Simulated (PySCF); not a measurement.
CF2, SMILES F[C]F (connectivity only; charge and spin as stated), charge +1, multiplicity 2.

The structure is a stationary point at PBE0-D3(BJ)/def2-TZVP. The isomer is the one that the SMILES or the coordinates give; other isomers of the formula were not compared.

Computed with TDA-PBE0/def2-TZVPD (PySCF).

Vertical excitations. 

```
state    energy (eV)  λ (nm)      f                                                    main pairs
-------  -----------  ------  -----  ------------------------------------------------------------
root 1          4.35     285  0.011                                              α HOMO→LUMO 99 %
root 2          7.46     166  0.003                           α HOMO−2→LUMO 5 %, β HOMO→LUMO 94 %
root 3          7.90     157  0.000                                            β HOMO−1→LUMO 98 %
root 4          8.69     143  0.000                                            α HOMO−1→LUMO 93 %
root 5          8.80     141  0.007                      α HOMO−2→LUMO 62 %, β HOMO−1→LUMO+1 33 %
root 6          9.53     130  0.032                        α HOMO−3→LUMO 13 %, β HOMO−2→LUMO 84 %
root 7          9.59     129  0.000                         α HOMO−1→LUMO 5 %, β HOMO→LUMO+1 95 %
root 8         10.01     124  0.012                                            β HOMO−3→LUMO 92 %
root 9         10.75     115  0.004   α HOMO−3→LUMO 48 %, β HOMO−3→LUMO+1 40 %, β HOMO−2→LUMO 6 %
root 10        11.10     112  0.023  α HOMO−2→LUMO 10 %, β HOMO−4→LUMO 51 %, β HOMO−1→LUMO+1 34 %
```
Unrestricted roots are not spin-pure.
